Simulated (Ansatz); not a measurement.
Born–Oppenheimer molecular dynamics of C2H8MgO (12 atoms, charge 0, multiplicity 1). It starts at the highest image of a converged band. Of that band: Beside the main top the profile has a ripple of under 15 meV (maxima at images 2, 5), which may be a very shallow well or noise. Neighbouring images differ by up to 1.3 eV, so the band resolves the path poorly. A vibrational analysis at the climbing image gives one clearly imaginary mode, 908i cm⁻¹: a first-order saddle point.

These are results of RKS B3LYP/6-31G* in Ansatz 0.2.0, not measurements.

| Quantity | Value |
| --- | --- |
| ensemble | NVE (velocity Verlet) |
| time step | 0.5 fs |
| steps asked | 200 |
| starting velocities drawn for | 100 K |
| seed | 6958 |

First frame:

```xyz
12
Properties=species:S:1:pos:R:3
Mg 0.166 0.148 0.373
O 0.169 1.963 -0.456
C 0.921 -0.940 1.993
H -0.383 1.210 -1.126
C -1.060 -0.151 -1.504
H 0.875 2.429 -0.930
H 1.966 -1.237 1.833
H 0.898 -0.354 2.922
H 0.357 -1.863 2.185
H -1.967 -0.530 -1.006
H -0.511 -1.031 -1.878
H -1.432 0.355 -2.406
```

(1) How far do the bonds stretch over the last three quarters of this one trajectory? (Pairs bonded in most of those frames.)

## Answers

(1) 
| bond | mean (Å) | spread (Å) | shortest | longest |
| --- | --- | --- | --- | --- |
| Mg1–O2 | 1.823 | 0.030 | 1.77 | 1.90 |
| Mg1–C3 | 2.113 | 0.057 | 2.03 | 2.21 |
| O2–H6 | 0.966 | 0.007 | 0.95 | 0.98 |
| C3–H7 | 1.098 | 0.003 | 1.09 | 1.10 |
| C3–H8 | 1.099 | 0.004 | 1.09 | 1.11 |
| C3–H9 | 1.097 | 0.005 | 1.09 | 1.11 |
| H4–C5 | 1.115 | 0.081 | 0.98 | 1.28 |
| C5–H10 | 1.096 | 0.026 | 1.05 | 1.15 |
| C5–H11 | 1.101 | 0.031 | 1.05 | 1.15 |
| C5–H12 | 1.100 | 0.042 | 1.01 | 1.18 |

Mean temperature of the second half: 860 K. The conserved energy stayed within 0.37 meV per atom of its start (net change -0.18 meV per atom), so the integration is sound. The kinetic energy rose, since the run started high on the potential surface and went downhill. It ends in pieces (CH4 + CH4MgO), so much of that is their flight and rotation, not heat. A run of 0.1 ps of so small a system gives no equilibrium averages. The orbitals stay closed-shell, which can raise the energy where a bond breaks towards radicals; this wasn't checked here.

Run time: 5.5 min on 2 threads of Arm Neoverse V2 (shared host), peak memory 0.18 GiB.
